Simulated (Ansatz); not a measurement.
C4H12OSi, SMILES `CC(C)(C)O[SiH3]` at its PBE0-D4/def2-TZVP geometry, where that method's forces vanish. The species carries charge 0 and has multiplicity 1.

```xyz
18

C     0.3405   -1.3393    0.6950
C    -0.1969    0.0527    0.3988
C    -1.4149    0.3468    1.2572
C     0.8785    1.1055    0.6212
O    -0.6581    0.1128   -0.9534
Si    0.1595   -0.0992   -2.3558
H    -0.4220   -2.0926    0.4867
H     1.2196   -1.5625    0.0852
H     0.6308   -1.4216    1.7447
H    -1.8145    1.3341    1.0182
H    -1.1565    0.3214    2.3180
H    -2.1950   -0.3934    1.0697
H     0.5003    2.0958    0.3594
H     1.1891    1.1193    1.6682
H     1.7631    0.9034    0.0118
H     0.7665   -1.4557   -2.4608
H    -0.8437    0.0763   -3.4321
H     1.2539    0.8963   -2.5320
```

**Question.** What forces (eV/Å) does r2SCAN-D4/def2-TZVPP give on these atoms in Ansatz 0.2.0? (Best estimate.)

**Answer.** Ansatz gave: 
```
C1   0.053 -0.140  0.024
C2   0.090 -0.012  0.247
C3  -0.128  0.031  0.087
C4   0.107  0.106  0.017
O5  -0.152  0.024 -0.281
Si6  0.037 -0.010 -0.078
H7   0.007  0.008  0.000
H8  -0.011  0.009  0.008
H9  -0.004  0.001 -0.011
H10  0.006 -0.012  0.002
H11 -0.002  0.000 -0.018
H12  0.010  0.008  0.001
H13  0.003 -0.010  0.001
H14 -0.004  0.000 -0.011
H15 -0.013 -0.003  0.008
H16 -0.009  0.024 -0.011
H17  0.029 -0.006  0.023
H18 -0.018 -0.019 -0.010
```
